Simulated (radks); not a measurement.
Task: The mean radii <r> (bohr) of the occupied orbitals of an atom or ion are listed with their occupations. All-electron calculation, Dirac Kohn-Sham, LDA (Slater exchange, Perdew-Zunger correlation), spin-unpolarised, spherical densities, finite nucleus; Fermi nuclear charge, rms radius of each element as measured or else 0.836 A^(1/3) + 0.57 fm. Program: a radial shooting solver on a logarithmic mesh with Libxc functionals.

| orbital | occ. | <r> |
|---|---|---|
| 1s1/2 | 2 | 0.01745 |
| 2s1/2 | 2 | 0.07301 |
| 2p1/2 | 2 | 0.06019 |
| 2p3/2 | 4 | 0.06850 |
| 3s1/2 | 2 | 0.1901 |
| 3p1/2 | 2 | 0.1802 |
| 3p3/2 | 4 | 0.1955 |
| 3d3/2 | 4 | 0.1705 |
| 3d5/2 | 6 | 0.1752 |
| 4s1/2 | 2 | 0.4235 |
| 4p1/2 | 2 | 0.4267 |
| 4p3/2 | 4 | 0.4607 |
| 4d3/2 | 4 | 0.4719 |
| 4d5/2 | 6 | 0.4832 |
| 5s1/2 | 1 | 0.9703 |
| 4f5/2 | 6 | 0.5289 |
| 5p1/2 | 2 | 1.050 |
| 4f7/2 | 8 | 0.5364 |
| 5p3/2 | 4 | 1.144 |
| 5d3/2 | 4 | 1.499 |
| 5d5/2 | 3 | 1.545 |
| 5f5/2 | 1 | 5.101 |

Name the element and its charge. Open shells, if any, fill j = l - 1/2 first.

Result: Z = 77, iridium, charge +2: Ir2+ in [Kr] 4d10 4f14 5s1 5p6 5d7 5f1. The 1s radius gives Z: for a bare nucleus <r> = (2 gamma + 1)/(2Z) with gamma = sqrt(1 - (Z/c)^2), 0.01724 bohr for Z = 77, and screening makes it slightly larger (0.01745 here). The occupations add up to 75, and the charge is Z minus that.
